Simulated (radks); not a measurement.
The numbers below are computed, except where a source is named.
Gd, 64 electrons, occupied as [Xe] 4f7 5d1 6s2. Code: a radial shooting solver on a logarithmic mesh with Libxc functionals. Model: Dirac Kohn-Sham, PBEsol, spin-unpolarised, spherical densities, point nucleus; open shells fill j = l - 1/2 first.

Normalised radial functions P(r) = r R(r) (large component), r in bohr:

| r | 5p3/2 | 4f5/2 |
|---|---|---|
| 0.001266 | 0.0010 | 0.0000 |
| 0.001743 | 0.0018 | 0.0000 |
| 0.002381 | 0.0032 | 0.0000 |
| 0.003279 | 0.0058 | 0.0000 |
| 0.004516 | 0.0103 | 0.0000 |
| 0.006219 | 0.0182 | 0.0000 |
| 0.008564 | 0.0314 | 0.0000 |
| 0.0117 | 0.0519 | 0.0001 |
| 0.01611 | 0.0835 | 0.0002 |
| 0.02219 | 0.1265 | 0.0006 |
| 0.03056 | 0.1757 | 0.0019 |
| 0.04208 | 0.2132 | 0.0055 |
| 0.05749 | 0.2051 | 0.0152 |
| 0.07917 | 0.1104 | 0.0404 |
| 0.109 | -0.0787 | 0.0984 |
| 0.1501 | -0.2723 | 0.2156 |
| 0.2068 | -0.2819 | 0.4154 |
| 0.2825 | -0.0017 | 0.6796 |
| 0.389 | 0.3830 | 0.9460 |
| 0.5357 | 0.4170 | 1.0828 |
| 0.7377 | -0.0696 | 1.0144 |
| 1.016 | -0.6806 | 0.7894 |
| 1.399 | -0.9170 | 0.5172 |
| 1.911 | -0.7090 | 0.2886 |
| 2.632 | -0.3466 | 0.1315 |
| 3.625 | -0.1066 | 0.0490 |
| 4.992 | -0.0186 | 0.0140 |
| 6.874 | -0.0015 | 0.0026 |
| 9.391 | 0.0000 | 0.0003 |
| 12.93 | 0.0000 | 0.0000 |
| 17.81 | 0.0000 | 0.0000 |

5p3/2: eigenvalue -25.861 eV, 3 radial nodes at r = 0.0967, 0.283, 0.712 bohr, <r> = 1.59 bohr, 90 % of the charge inside 2.34 bohr. 4f5/2: eigenvalue -8.859 eV, 0 radial nodes, <r> = 0.862 bohr, 90 % of the charge inside 1.48 bohr.
